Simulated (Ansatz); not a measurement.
Computed with CAM-B3LYP-D3(BJ)/def2-TZVP (Ansatz, an electronic-structure program). No frequencies were computed at this level.

Ansatz 0.2 input:
```yaml
crystal:
  periodic: [false, false, false]
  atoms:
    - { symbol: N, position_ang: [-1.013833, -0.987028, 0.056074] }
    - { symbol: B, position_ang: [-0.000376, 0.000794, 0.00075] }
    - { symbol: N, position_ang: [1.340659, -0.373779, -0.265293] }
    - { symbol: N, position_ang: [-0.326295, 1.363012, 0.21332] }
    - { symbol: H, position_ang: [-1.982957, -0.770957, 0.190736] }
    - { symbol: H, position_ang: [-0.839681, -1.960124, -0.107713] }
    - { symbol: H, position_ang: [1.634584, -1.329589, -0.33225] }
    - { symbol: H, position_ang: [2.103406, 0.275153, -0.227642] }
    - { symbol: H, position_ang: [0.345235, 2.103377, 0.1403] }
    - { symbol: H, position_ang: [-1.266318, 1.68764, 0.336857] }
basis:
  gaussian: { orbitals: def2-tzvp }
hamiltonian:
  xc: cam_b3lyp
  dispersion: d3bj
relax:
  max_steps: 150
```

Output:

```
Functional definition: CAM-B3LYP
898 factors; their error is unknown
326 factors; integrals over basis functions are off by at most 8.2e-7 eV
mean field evaluation 1: about -5234.3012 eV, gradient 8.5e1 eV
mean field evaluation 2: about -5231.9131 eV, gradient 9.0e1 eV
mean field evaluation 4: about -5247.3505 eV, gradient 7.0e-1 eV
mean field evaluation 8: about -5247.3557 eV, gradient 3.2e-1 eV
mean field -5247.35586666 eV, -192.8367713140 hartree, gradient 5.5e-5 eV, S^2 0.000000; 0 other end points of the search recorded, 0 dependent functions left out
reference -5247.35598235 eV, -192.8367755659 hartree; 16, 16 occupied and 144, 144 virtual orbitals, 898 factors
relax step   1: F+E_penalty+E_count = -5247.46822557 eV  Δ(F+E_penalty+E_count) = +0.000e0 eV  max|allowed force component| = 3.254e-1 eV/Å  Δτ_max = 0.0000 Å  (25 SCF iters, accepted)
these checks for a lower state are left out or cut short: starts, cluster_reference, orbital_swaps, neighbouring_geometries, increment
898 factors; their error is unknown
326 factors; integrals over basis functions are off by at most 8.3e-7 eV
mean field evaluation 16: about -5247.3556 eV, gradient 7.7e-1 eV
mean field -5247.36046481 eV, -192.8369402932 hartree, gradient 1.5e-5 eV, S^2 0.000000; 0 other end points of the search recorded, 0 dependent functions left out
reference -5247.36058072 eV, -192.8369445526 hartree; 16, 16 occupied and 144, 144 virtual orbitals, 898 factors
relax step   2: F+E_penalty+E_count = -5247.47261833 eV  Δ(F+E_penalty+E_count) = -4.393e-3 eV  max|allowed force component| = 1.009e-1 eV/Å  Δτ_max = 0.0078 Å  (31 SCF iters, accepted)
these checks for a lower state are left out or cut short: starts, cluster_reference, orbital_swaps, neighbouring_geometries, increment
898 factors; their error is unknown
326 factors; integrals over basis functions are off by at most 8.4e-7 eV
mean field -5247.36104538 eV, -192.8369616286 hartree, gradient 1.4e-5 eV, S^2 0.000000; 0 other end points of the search recorded, 0 dependent functions left out
reference -5247.36116137 eV, -192.8369658912 hartree; 16, 16 occupied and 144, 144 virtual orbitals, 898 factors
relax step   3: F+E_penalty+E_count = -5247.47311072 eV  Δ(F+E_penalty+E_count) = -4.924e-4 eV  max|allowed force component| = 1.059e-2 eV/Å  Δτ_max = 0.0044 Å  (32 SCF iters, accepted)
these checks for a lower state are left out or cut short: starts, cluster_reference, orbital_swaps, neighbouring_geometries, increment
898 factors; their error is unknown
326 factors; integrals over basis functions are off by at most 8.9e-7 eV
mean field evaluation 32: about -5247.3614 eV, gradient 3.2e-1 eV
mean field -5247.36151065 eV, -192.8369787269 hartree, gradient 1.3e-5 eV, S^2 0.000000; 0 other end points of the search recorded, 0 dependent functions left out
reference -5247.36162662 eV, -192.8369829888 hartree; 16, 16 occupied and 144, 144 virtual orbitals, 898 factors
relax step   4: F+E_penalty+E_count = -5247.47355744 eV  Δ(F+E_penalty+E_count) = -4.467e-4 eV  max|allowed force component| = 8.378e-3 eV/Å  Δτ_max = 0.0262 Å  (30 SCF iters, accepted)
these checks for a lower state are left out or cut short: starts, cluster_reference, orbital_swaps, neighbouring_geometries, increment
898 factors; their error is unknown
326 factors; integrals over basis functions are off by at most 8.5e-7 eV
mean field -5247.35999735 eV, -192.8369231141 hartree, gradient 1.7e-5 eV, S^2 0.000000; 0 other end points of the search recorded, 0 dependent functions left out
reference -5247.36011335 eV, -192.8369273773 hartree; 16, 16 occupied and 144, 144 virtual orbitals, 898 factors
relax step   5: F+E_penalty+E_count = -5247.47201133 eV  Δ(F+E_penalty+E_count) = +1.546e-3 eV  max|allowed force component| = 2.295e-1 eV/Å  Δτ_max = 0.0533 Å  (30 SCF iters, rejected (line search))
these checks for a lower state are left out or cut short: starts, cluster_reference, orbital_swaps, neighbouring_geometries, increment
898 factors; their error is unknown
326 factors; integrals over basis functions are off by at most 9.0e-7 eV
mean field -5247.36151264 eV, -192.8369788002 hartree, gradient 1.3e-5 eV, S^2 0.000000; 0 other end points of the search recorded, 0 dependent functions left out
reference -5247.36162862 eV, -192.8369830624 hartree; 16, 16 occupied and 144, 144 virtual orbitals, 898 factors
relax step   6: F+E_penalty+E_count = -5247.47354614 eV  Δ(F+E_penalty+E_count) = +1.130e-5 eV  max|allowed force component| = 2.955e-2 eV/Å  Δτ_max = 0.0219 Å  (31 SCF iters, rejected (line search))
these checks for a lower state are left out or cut short: starts, cluster_reference, orbital_swaps, neighbouring_geometries, increment
898 factors; their error is unknown
326 factors; integrals over basis functions are off by at most 9.0e-7 eV
mean field -5247.36152416 eV, -192.8369792234 hartree, gradient 1.4e-5 eV, S^2 0.000000; 0 other end points of the search recorded, 0 dependent functions left out
reference -5247.36164012 eV, -192.8369834850 hartree; 16, 16 occupied and 144, 144 virtual orbitals, 898 factors
relax step   7: F+E_penalty+E_count = -5247.47357079 eV  Δ(F+E_penalty+E_count) = -1.335e-5 eV  max|allowed force component| = 3.111e-2 eV/Å  Δτ_max = 0.0105 Å  (30 SCF iters, accepted)
these checks for a lower state are left out or cut short: starts, cluster_reference, orbital_swaps, neighbouring_geometries, increment
898 factors; their error is unknown
326 factors; integrals over basis functions are off by at most 9.0e-7 eV
mean field evaluation 64: about -5247.3616 eV, gradient 1.4e-5 eV
mean field -5247.36156828 eV, -192.8369808448 hartree, gradient 1.4e-5 eV, S^2 0.000000; 0 other end points of the search recorded, 0 dependent functions left out
reference -5247.36168424 eV, -192.8369851065 hartree; 16, 16 occupied and 144, 144 virtual orbitals, 898 factors
relax step   8: F+E_penalty+E_count = -5247.47361591 eV  Δ(F+E_penalty+E_count) = -4.513e-5 eV  max|allowed force component| = 3.972e-3 eV/Å  Δτ_max = 0.0024 Å  (31 SCF iters, accepted)
898 factors; their error is unknown
326 factors; integrals over basis functions are off by at most 9.0e-7 eV
mean field -5247.36156828 eV, -192.8369808448 hartree, gradient 7.4e-5 eV, S^2 0.000000; 1 other end points of the search recorded, 0 dependent functions left out
reference -5247.36168424 eV, -192.8369851064 hartree; 16, 16 occupied and 144, 144 virtual orbitals, 898 factors
Total energy: -5247.47373188 eV, -192.8411027810 hartree
Atom 0 at    -1.023090    -0.990896     0.037409 Å, force     0.001481     0.001357    -0.000197 eV/Å
Atom 1 at    -0.000615     0.000855     0.000467 Å, force    -0.003972     0.000320     0.000865 eV/Å
Atom 2 at     1.354216    -0.380697    -0.220579 Å, force     0.002310    -0.000658    -0.000220 eV/Å
Atom 3 at    -0.332936     1.374159     0.184613 Å, force     0.000287    -0.000969    -0.000325 eV/Å
Atom 4 at    -1.990614    -0.776703     0.188088 Å, force     0.000455    -0.000108    -0.000120 eV/Å
Atom 5 at    -0.843547    -1.969230    -0.086360 Å, force    -0.000587     0.000363     0.000201 eV/Å
Atom 6 at     1.642069    -1.331493    -0.353950 Å, force     0.000099    -0.000155    -0.000146 eV/Å
Atom 7 at     2.111072     0.275640    -0.253057 Å, force     0.000268    -0.000021    -0.000182 eV/Å
Atom 8 at     0.346778     2.110594     0.166168 Å, force    -0.000594     0.000093     0.000198 eV/Å
Atom 9 at    -1.268908     1.696269     0.342341 Å, force     0.000253    -0.000221    -0.000074 eV/Å
Dipole moment:     0.000146    -0.000022     0.000098 e Å
```

Cost: about 60 core-seconds (a rough figure).
